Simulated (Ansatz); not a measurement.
The cluster Ru₃. The state is a singlet with charge 0. Geometry PBE-D4/def2-TZVP, that of the charge +1 doublet.

```xyz
3

Ru   -0.977    0.452    0.450
Ru    1.133    0.958   -0.006
Ru   -0.156   -1.411   -0.444
```

In the def2 sets Ru takes a core potential; there is no spin–orbit coupling. A triplet lies near this restricted singlet, and broken spin symmetry wasn't tried. At PBE-D4/def2-TZVP an occupied level lies above an empty one. At PBE0-D4/def2-TZVP a triplet of charge 0 lies 2.35 eV below the restricted singlet at the same geometry. The structure comes from a short search, and lower isomers may exist.

Question: Estimate the orbital energies around the gap (eV) in Ansatz with PBE-D4/def2-TZVP, r2SCAN-D4/def2-TZVP, PBE0-D4/def2-TZVP.

Answer: 
```
orbital  PBE-D4/def2-TZVP  r2SCAN-D4/def2-TZVP  PBE0-D4/def2-TZVP
 HOMO−5             -4.88                -4.96              -5.63
 HOMO−4             -4.54                -4.57              -5.57
 HOMO−3             -4.50                -4.49              -5.17
 HOMO−2             -3.65                -3.77              -4.72
 HOMO−1             -3.62                -3.68              -4.70
   HOMO             -3.50                -3.60              -4.61
   LUMO             -3.70                -3.56              -2.72
 LUMO+1             -3.68                -3.49              -2.46
 LUMO+2             -3.34                -3.14              -2.12
 LUMO+3             -2.92                -2.74              -2.03
 LUMO+4             -2.83                -2.58              -1.93
 LUMO+5             -2.65                -2.35              -1.85
```
